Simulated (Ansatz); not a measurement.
One change: `FC(F)Br` becomes `F[CH](F)[SnH2][SH]`.

Ansatz, PBE0-D4/def2-TZVP geometries, multiplicity 1. Each molecule was computed in one conformer, which needn't be the lowest.

Elements past krypton have def2 core potentials. Scalar relativity is left out up to krypton.

| property | `FC(F)Br` |
| --- | --- |
| HOMO–LUMO gap (B3LYP/def2-TZVPP) / eV | 7.76 |
| HOMO energy (PBE0/def2-TZVPP) / eV | -8.83 |
| size of the dipole moment (B3LYP/def2-TZVPP) / D | 1.37 |
| LUMO energy (ωB97M-V/def2-TZVPP) / eV | 1.66 |
| HOMO energy (ωB97M-V/def2-TZVPP) / eV | -11.11 |
| HOMO–LUMO gap (ωB97M-V/def2-TZVPP) / eV | 12.77 |

(1) What does the change do to each property? (Best estimate.)

Answers

(1) The calculation gave: 
```csv
property,`F[CH](F)[SnH2][SH]`,shift
HOMO–LUMO gap (B3LYP/def2-TZVPP) / eV,6.14,-1.62
HOMO energy (PBE0/def2-TZVPP) / eV,-7.38,1.45
size of the dipole moment (B3LYP/def2-TZVPP) / D,2.40,1.03
LUMO energy (ωB97M-V/def2-TZVPP) / eV,0.89,-0.77
HOMO energy (ωB97M-V/def2-TZVPP) / eV,-9.57,1.54
HOMO–LUMO gap (ωB97M-V/def2-TZVPP) / eV,10.46,-2.31
```

With PBE0 the HOMO rises by 1.45 eV and the LUMO falls by 0.24 eV, so the gap narrows by about 1.69 eV. PBE moves the HOMO by 1.33 eV and ωB97M-V by 1.54 eV. Dipoles are sizes alone; their direction can turn.

B3LYP here is the variant with VWN-RPA as its local correlation; programs differ in this.

Spin–orbit coupling is left out; it splits and shifts lone-pair levels of the heavy atoms by tenths of an eV.
